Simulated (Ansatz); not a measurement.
Input file for Ansatz (a quantum-chemistry and plane-wave program): R-PBE/def2-TZVPP on H4OSn (SMILES [OH][SnH3]), a point of a torsion scan. Elements past Kr take the def2 small-core potentials; no spin–orbit coupling.

Ansatz 0.2 input:
```yaml
crystal:
  periodic: [false, false, false]
  atoms:
    - {symbol: O, position_ang: [1.32197985, 0.16678791, 0.58524655]}
    - {symbol: Sn, position_ang: [-0.50372239, -0.01462112, -0.04748380]}
    - {symbol: H, position_ang: [2.02827519, -0.01561220, -0.02947360]}
    - {symbol: H, position_ang: [-1.05748118, -1.48781487, 0.48263507]}
    - {symbol: H, position_ang: [-0.49977490, 0.09003114, -1.71251428]}
    - {symbol: H, position_ang: [-1.27537235, 1.24682783, 0.68411422]}
basis:
  gaussian:
    orbitals: def2-TZVPP
hamiltonian:
  xc: {name: PBE}
scf: {lower_state_search: off}
```

It printed:

```
WARN ansatz: RAYON_NUM_THREADS=1 ignored (pool sized by the plan → 1); use --threads N
Functional definition: PBE
these checks for a lower state are left out or cut short: stability, starts, cluster_reference, orbital_swaps, neighbouring_geometries, increment
integrals: 0.04 GiB planned
775 factors; their error is unknown
mean field: 0.36 GiB planned
mean field evaluation 1: about -7934.1914 eV, gradient 6.7e1 eV
mean field evaluation 2: about -7852.2053 eV, gradient 1.8e2 eV
mean field evaluation 4: about -7941.6201 eV, gradient 9.3e0 eV
mean field evaluation 8: about -7941.7805 eV, gradient 1.8e-1 eV
mean field evaluation 16: about -7941.7746 eV, gradient 1.0e-4 eV
mean field -7941.77462425 eV, -291.8548343130 hartree, gradient 5.3e-6 eV, S^2 0.000000; 0 other end points of the search recorded, 0 dependent functions left out
reference -7941.77467153 eV, -291.8548360507 hartree; 17, 17 occupied and 120, 120 virtual orbitals, 775 factors
Total energy: -7941.77467153 eV, -291.8548360507 hartree
Checks for a lower state left out: stability, starts, cluster_reference, orbital_swaps, neighbouring_geometries, increment
```

Self-consistency was reached.

Cost: very roughly 0.8 core-seconds.
